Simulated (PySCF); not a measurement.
## Calculated data, BGeH4

Calculation on a computer-drawn molecule: the log of a Hartree-Fock and frozen-core CCSD(T) single point meant for a local Hartree-Fock minimum, with one planted fault or none, to be diagnosed. Offsets are logged minus clean, where the clean run is the same molecule without the fault. The reference is restricted for singlets and unrestricted otherwise, and also for a bond in bohr or an excited solution. Adding or removing an electron swaps singlet and doublet. The excited solution moves the top pair (singlet) or top alpha electron (doublet) to the lowest empty orbital. Highest occupied and lowest empty are orbital energies over both spins, largest force is the largest gradient component, triples share is (T) over the correlation energy, the T1 limit is 0.02 restricted and 0.045 unrestricted, electrons count all cores, a negative frequency is imaginary (commonest isotopes), and the dipole is about the centre of nuclear charge; on germanium a core potential holds 10 electrons, which the energies leave out, and 3d is frozen in MP2 and coupled-cluster steps. Program: PySCF 2.14.0.

## BGeH4

Logged structure:
```xyz
6
BGeH4
B      1.5879     1.0631    -0.1240
Ge     1.6869     0.9339    -2.2042
H      1.7307     0.0561     0.4899
H      1.3937     2.1374     0.3447
H      2.9794     1.0887    -2.9845
H      0.4731     0.6763    -3.0781
```

* meant charge: 1
* meant multiplicity: 1
* meant basis: cc-pVDZ
* meant basis and core potential on germanium: cc-pVDZ-PP ECP10MDF
* logged electrons: 40
* logged basis functions: 57
* logged SCF converged: yes
* logged spin squared: 2.0106
* logged highest occupied: -13.881 eV
* logged lowest empty: -9.015 eV
* logged largest force: 0.085772 hartree/bohr
* logged T1 diagnostic: 0.019038
* logged D1 diagnostic: 0.071101
* logged triples share: 0.023637
* logged CC converged: yes
* logged dipole magnitude: 3.361 debye
* logged SCF stable within its kind: yes
* logged energy HF: -319.93545 hartree
* logged energy CCSD(T): -320.12323 hartree
* possible faults: no fault, one electron removed, one electron added, multiplicity raised by two, geometry at a saddle point, SCF held on an excited solution, minimal basis STO-3G, one bond length entered in bohr, all coordinates scaled
* planted fault: multiplicity raised by two
* HF energy offset from clean run: 84.04 kcal/mol
* CCSD(T) energy offset from clean run: 88.11 kcal/mol

Drawn bonds:
```
atom  other atom  order
   1           2      1
   1           3      1
   1           4      1
   2           5      1
   2           6      1
```
